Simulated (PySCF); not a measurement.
C4H7BFN, SMILES C=C=CB(F)NC.

Geometry: r2SCAN-D4/def2-SVP. This is a generated structure with no PubChem entry under its InChIKey; it may be hypothetical. The values are those of a single conformer.

Method: PBE/def2-TZVP (PySCF).

Symmetry labels are those of the subgroup Cs that the program uses (full group Cs).

Computed valence orbital energies around the gap with their symmetry:
| orbital | symmetry | energy (eV) |
|---|---|---|
| HOMO−7 | A" | -10.70 |
| HOMO−6 | A' | -10.14 |
| HOMO−5 | A" | -10.05 |
| HOMO−4 | A' | -9.17 |
| HOMO−3 | A' | -8.63 |
| HOMO−2 | A" | -7.02 |
| HOMO−1 | A' | -6.44 |
| HOMO | A" | -5.92 |
| LUMO | A" | -1.53 |
| LUMO+1 | A' | -0.74 |
| LUMO+2 | A' | 0.19 |
| LUMO+3 | A' | 1.00 |
